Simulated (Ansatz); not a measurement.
Species: Br, charge 0, doublet.

Hartree-Fock and MP2 correlation energies in hartree (Ansatz, a quantum-chemistry and plane-wave program). Open shells are spin-unrestricted; no spin-orbit coupling. Cores are frozen in correlated methods (noble-gas shells, and filled d and f shells in the p block). No relativity. Spin-orbit terms, left out, reach several kcal/mol for Br and I, and more for heavier atoms.

```tsv
basis	X	E(HF)	E(corr, MP2)
cc-pVTZ	3	-2572.44509	-0.13333
cc-pVQZ	4	-2572.44802	-0.14910
cc-pV5Z	5	-2572.44835	withheld
```

Q: Fit E(corr) = E∞ + A/X³ to X = 3 and 4, predict X = 5, and compare with the run.

A: A = (-0.13333 - (-0.14910))/(1/27 - 1/64) = 0.7365; E∞ = -0.14910 - A/64 = -0.16061; at X = 5, E∞ + A/125 = -0.15472. The run gave -0.15631, 1.59 mEh below the prediction. The same form on X = 4 and 5 gives E∞ = -0.16387, 3.27 mEh below the first estimate.
